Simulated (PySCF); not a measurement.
**Löwdin shares of the frontier orbitals**

Compound: allyl propionate, C₆H₁₀O₂.
Geometry (PBE0-D3(BJ)/def2-SVP, Å), atoms numbered from 1 in this order:
```xyz
18
C6H10O2 angstrom
C      2.6474    0.8917    0.1221
C      2.6550   -0.3897   -0.2391
C      1.4832   -1.3139   -0.1760
O      0.3222   -0.6710    0.3212
C     -0.6609   -0.3900   -0.5533
O     -0.6337   -0.6948   -1.7153
C     -1.7862    0.3417    0.1283
C     -2.9219    0.6913   -0.8115
H      1.7399    1.3624    0.5092
H      3.5458    1.5081    0.0431
H      3.5761   -0.8490   -0.6175
H      1.6984   -2.1552    0.5043
H      1.2689   -1.7297   -1.1739
H     -2.1232   -0.2908    0.9667
H     -1.3542    1.2376    0.6046
H     -3.7133    1.2401   -0.2814
H     -3.3634   -0.2144   -1.2512
H     -2.5663    1.3145   -1.6444
```

The calculation used TDDFT CAM-B3LYP/def2-SVPD, vertical, gas phase, core orbitals frozen in the response (PySCF 2.14.0, density-fitted response routines).

Frontier orbitals with the atoms that hold most of them (Löwdin shares over 4%, at most four atoms; ? is withheld):

```json
{"orbital": "HOMO-3", "ε (eV)": "-11.30", "atoms": "C7 22%, C8 21%, O6 11%, H17 9%"}
{"orbital": "HOMO-2", "ε (eV)": "-10.33", "atoms": "O4 43%, O6 24%, C2 8%, C3 8%"}
{"orbital": "HOMO-1", "ε (eV)": "-9.65", "atoms": "O6 63%, C7 10%, O4 9%, C5 9%"}
{"orbital": "HOMO", "ε (eV)": "-8.99", "atoms": "?"}
{"orbital": "LUMO", "ε (eV)": "?", "atoms": "?"}
{"orbital": "LUMO+1", "ε (eV)": "1.26", "atoms": "C2 30%, C1 29%, H9 7%, H10 6%"}
{"orbital": "LUMO+2", "ε (eV)": "1.40", "atoms": "C5 30%, O6 24%, O4 10%, C7 9%"}
```

**Question.** Give the leading atoms of the HOMO.

**Answer.** C1 (bonded to C and 2 H) 38%; C2 (bonded to 2 C and H) 35%; C3 (bonded to C, O and 2 H) 8%.

**Question.** Give the leading atoms of the LUMO.

**Answer.** C5 (bonded to C and 2 O) 11%; C7 (bonded to 2 C and 2 H) 11%; C1 (bonded to C and 2 H) 10%; C8 (bonded to C and 3 H) 9%.

**Question.** What is the LUMO energy, and the HOMO–LUMO gap?

**Answer.** ε(LUMO) = 1.19 eV; the gap is 10.18 eV (0.3742 hartree).

**Question.** How does S1 compare with the orbital gap of 10.18 eV?

**Answer.** S1 is at 6.04 eV (f = 0.0006), 4.14 eV below the gap, made of HOMO-1→LUMO+2 (77%). Its leading pair isn't HOMO and LUMO; the energies of that pair differ by 11.04 eV. Without the coupling terms of the response equations the lowest excitation would equal the gap.

Next come S2 at 7.29 eV (f 0.035), HOMO→LUMO (59%), HOMO→LUMO+3 (18%); S3 at 7.51 eV (f 0.316), HOMO→LUMO+1 (83%); S4 at 7.74 eV (f 0.028), HOMO→LUMO+2 (75%); S5 at 7.89 eV (f 0.0044), HOMO→LUMO+3 (51%), HOMO→LUMO+4 (20%).

One conformer stands for the species.
